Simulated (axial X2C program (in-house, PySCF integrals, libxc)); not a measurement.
## Spin–orbit effects down a group: molecules with F, MP2

Calculated with an in-house all-electron X2C program for linear molecules (integrals from PySCF), spin-free (one-electron X2C) or two-component (2c: spin–orbit coupling with atomic mean-field Coulomb and Gaunt terms, which also bring small scalar terms), in Dyall basis sets with cores contracted in-house; open shells are unrestricted.

Basis sets: C dyall-v3z, F dyall-av3z, Ge dyall-cv3z, Pb dyall-cv3z, Sn dyall-cv3z. Frozen shells (counts by l): CF F 1s, C 1s, 11 electrons correlated; GeF Ge 3s2p1d, F 1s, 11 electrons correlated; SnF Sn 4s3p1d, F 1s, 21 electrons correlated; PbF Pb 5s4p3d1f, F 1s, 11 electrons correlated. Where the outer core of a metal is frozen, bonds come out longer and ionisation energies lower. Frozen cores can differ along the series, which adds to the trend.

```csv
molecule,spin-free state,Re (Å),ωe (cm⁻¹),De (eV),2c state,Re 2c (Å),ωe 2c (cm⁻¹),De 2c (eV)
CF,"M_S = 1/2, Λ = 1",1.276,1312.6,5.82,Ω = 1/2,1.276,1312.8,5.82
GeF,"M_S = 1/2, Λ = 1",1.761,654.0,5.54,Ω = 1/2,1.762,652.8,n/a
SnF,"M_S = 1/2, Λ = 1",1.950,575.4,5.16,Ω = 1/2,1.953,571.8,n/a
PbF,"M_S = 1/2, Λ = 1",2.066,513.5,4.91,Ω = 1/2,2.081,495.1,4.29
```

Problem. Work out the shifts from the spin-free to the two-component result.

Solution. 

```tsv
molecule	2c state	ΔRe (Å)	Δωe (cm⁻¹)	ΔDe (eV)
CF	Ω = 1/2	0.000	0.2	0.00
GeF	Ω = 1/2	0.001	-1.2	n/a
SnF	Ω = 1/2	0.003	-3.6	n/a
PbF	Ω = 1/2	0.015	-18.4	-0.62
```

Shifts of one unit in the last digit are rounding.

Each entry is the lowest single determinant of a limited PBE0 search at one distance. De goes to single-determinant-based atoms at the same level (for ions the charge split of lowest energy) and is withheld (n/a) where an atom does not fit its ground term or J level. Main or longest-lived isotopes. Some light 2c atoms are not at their ground J level, so De misses part of their lowering (0.04 eV or less).
